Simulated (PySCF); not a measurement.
Molecule: 1-chloroheptafluoropropane, C3ClF7.

Bonds (- single, = double, # triple, : aromatic): F1-C2, C2-F3, C2-F4, C2-C5, C5-F6, C5-F7, C5-C8, C8-F9, C8-F10, C8-Cl11.

Frames of a GFN2-xTB Langevin trajectory at 600 K; GIAO PBE0/pcSseg-1 shieldings in PySCF 2.14, gas phase, non-relativistic; equivalent atoms averaged within each frame.

Scale: CFCl3 for 19F (170.95 ppm); 13C (186.93 ppm) against TMS; HCl for 35Cl (949.78 ppm) (reference shieldings calculated alike). The references are static minima.

**Question.** How do the shifts (ppm) fluctuate along the trajectory?

**Answer.** 
```csv
time (fs),F1/F3/F4,F9/F10,F6/F7,C2,C8,C5,Cl11
optimised geometry,-92.5,-74.7,-139.2,127.3,136.4,114.6,328
250,-56.7,-65.2,-128.8,135.6,131.7,116.3,359
425,-86.4,-54.7,-123.2,131.1,141.7,122.4,383
625,-105.5,-63.3,-112.0,121.2,139.0,122.7,375
800,-73.3,-46.0,-124.3,129.6,143.6,117.0,409
1000,-50.9,-50.8,-118.9,143.8,142.4,124.6,371
mean of frames,-74.5,-56.0,-121.4,132.2,139.7,120.6,380
standard deviation,22.2,8.2,6.3,8.3,4.8,3.7,19
```

5 frames give an uncertainty of the mean of about the standard deviation over 2.2 at best, since frames this close in time may not be independent; classical motion lacks zero-point vibration, and the reference would need the same averaging.
